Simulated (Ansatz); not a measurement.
Two isomers of CH7NOSi2: A = `N=C([SiH3])O[SiH3]`, B = `N=C(O)[SiH2][SiH3]`.

Isolated molecules relaxed with PBE0-D4/def2-TZVP in Ansatz; ΔE leaves out vibrations. CCSD(T)/CBS is the MP2 limit (def2-TZVPP, def2-QZVPP) plus CCSD(T) − MP2 in def2-TZVPP, frozen cores. DFT in def2-TZVPP. B3LYP here is the variant with VWN-RPA as its local correlation; programs differ in this. One conformer a species, not always the lowest.

(1) Which is lower in electronic energy at CCSD(T)/CBS, and by how much? (An estimate is asked.)

(2) Give E(B) − E(A) in kcal/mol with ωB97M-V, B3LYP-D4, B3LYP, B2PLYP, CCSD(T)/def2-TZVPP, PBE0-D4, MP2/def2-TZVPP. (Estimate.)

Largest T1 diagnostic: 0.015.

Answers

(1) The calculation gave: A, by 18.8 kcal/mol.

(2) Ansatz gave: ωB97M-V 19.3, B3LYP-D4 18.5, B3LYP 18.1, B2PLYP 19.5, CCSD(T)/def2-TZVPP 19.0, PBE0-D4 14.3, MP2/def2-TZVPP 20.8. None reverses the order clearly.

In def2-TZVPP, CCSD(T) changes the Hartree–Fock value by −4.1 kcal/mol (the triples alone add −0.5 kcal/mol) and MP2 by −2.3 kcal/mol. From PBE to PBE0 (25 % exact exchange), in def2-TZVPP and without D4, E(B) − E(A) moves by +1.6 kcal/mol.
